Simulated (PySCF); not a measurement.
CH4BrInO. Atoms are numbered in the order given.

```xyz
8

In    -0.5850     0.0352     0.3696
Br     1.5395    -0.1035    -0.9588
C     -0.9776    -1.1456     2.1114
H     -0.9602    -2.2084     1.8325
H     -1.9617    -0.8771     2.5181
H     -0.1935    -0.9543     2.8571
O     -1.8455     1.3767    -0.4047
H     -1.4715     1.7978    -1.1923
```

The structure is a stationary point at r2SCAN-D4/def2-SVP. The structure was generated by enumeration; whether it is a known compound was not checked. The def2 effective core potentials stand for the cores of In; spin–orbit coupling is left out. One conformer was computed; it need not be the lowest.

All values below come from PBE/def2-TZVP (PySCF).

ESP charges are fitted to the potential on shells at 1.4 to 2.0 van der Waals radii. Atomic charges (e):

| atom | ESP fit | Mulliken |
|---|---|---|
| In1 | 0.74 | 0.78 |
| Br2 | -0.33 | -0.38 |
| C3 | -0.57 | … |
| H4 | 0.15 | 0.15 |
| H5 | 0.18 | 0.16 |
| H6 | 0.14 | 0.15 |
| O7 | -0.65 | … |
| H8 | 0.34 | … |

Problem. Some entries are withheld; supply them. (The exact figures need the calculation; the answer reports its results.)

Solution. 
- C3, Mulliken: -0.58
- O7, Mulliken: -0.60
- H8, Mulliken: 0.31
